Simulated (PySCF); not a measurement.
Numbering as in the mapped SMILES `[CH3:1][O:2][CH2:3][SiH:4]([O:5][CH3:6])[O:7][CH3:8]`. Hydrogens are named by the atom that carries them.

Geometry: PBE0-D3(BJ)/def2-SVP; GIAO absolute shieldings from PySCF 2.14.0 with density-fitted response routines, gas phase, non-relativistic, averaged over equivalent atoms.

At CAM-B3LYP/pcSseg-1 (203 basis functions, 87 s wall time on 1 thread of an Intel Xeon, shared host):
| atoms | σ (ppm) |
| --- | --- |
| C3 | 115.6 |
| C1 | 118.5 |
| C6/C8 | 130.4 |
| O5/O7 | 313.5 |
| O2 | 345.3 |
| Si4 | 366.9 |
| H(Si4) | 26.66 |
| H(C6)/H(C8) | 27.67 |
| H(C1) | 28.08 |
| H(C3) | 28.50 |

Problem. What do these become at PBE0/pcSseg-1?

Solution. 
| atoms | σ at PBE0/pcSseg-1 | change |
| --- | --- | --- |
| C3 | 118.7 | +3.1 |
| C1 | 121.0 | +2.5 |
| C6/C8 | 132.4 | +2.0 |
| O5/O7 | 310.4 | -3.1 |
| O2 | 342.5 | -2.8 |
| Si4 | 373.2 | +6.3 |
| H(Si4) | 26.46 | -0.20 |
| H(C6)/H(C8) | 27.63 | -0.04 |
| H(C1) | 28.06 | -0.02 |
| H(C3) | 28.41 | -0.09 |

The largest change is at Si4 (silicon bonded to C, 2 O, H). Cost: 203 basis functions, 64 s wall time on 1 thread of an Intel Xeon, shared host. The order of the carbon signals is the same at both levels.
